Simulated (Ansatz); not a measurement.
Ansatz results at the PBE0-D4/def2-TZVP geometry: LUMO energy (PBE/def2-TZVPP) -0.62 eV; size of the dipole moment (PBE/def2-TZVPP) 2.22 D; LUMO energy (B3LYP/def2-TZVPP) 0.11 eV.

Task: Which molecule gave them?
A. `BrC1BO1`
B. `FB1OC=CO1`
C. `N=[C]([AlH2])[SiH3]`
D. `[SiH3][CH]1[O][GeH2]1`

Result: B. The others give `N=[C]([AlH2])[SiH3]`: -3.19, 1.39, -2.52; `BrC1BO1`: -2.16, 1.61, -1.39; `[SiH3][CH]1[O][GeH2]1`: -1.66, 2.11, -1.08.

B3LYP here is the variant with VWN-RPA as its local correlation; programs differ in this.
